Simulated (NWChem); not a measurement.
**What each level costs for Cl$_{2}$Si**

```
Si
Cl 1 2.1112
Cl 1 2.1112 2 101.95
```
Charge 0, spin multiplicity 1.

All runs are NWChem calculations. Structure: optimised with PBE/def2-SVP, a minimum by its harmonic frequencies.

Basis set: cc-pVTZ (102 functions). Each entry is one whole single-point run; the coupled-cluster runs use the TCE module, and the SCF and DFT modules converge to different thresholds.

The correlated methods keep 15 core orbitals frozen. B3LYP has NWChem's definition, with VWN1-RPA local correlation. The structure started from a generated list of species.

Task: Roughly how much processor time does each of these take, relative to RHF: MP2, RI-MP2, B2PLYP, PBE, B3LYP, r2SCAN, CR-CCSD(T)?

Result: RI-MP2 about the same, within a factor of 3; B3LYP about the same, within a factor of 3; PBE about the same, within a factor of 3; r2SCAN about the same, within a factor of 3; MP2 about 3; B2PLYP about 4; CR-CCSD(T) about 9 (rough ratios from shared machines).
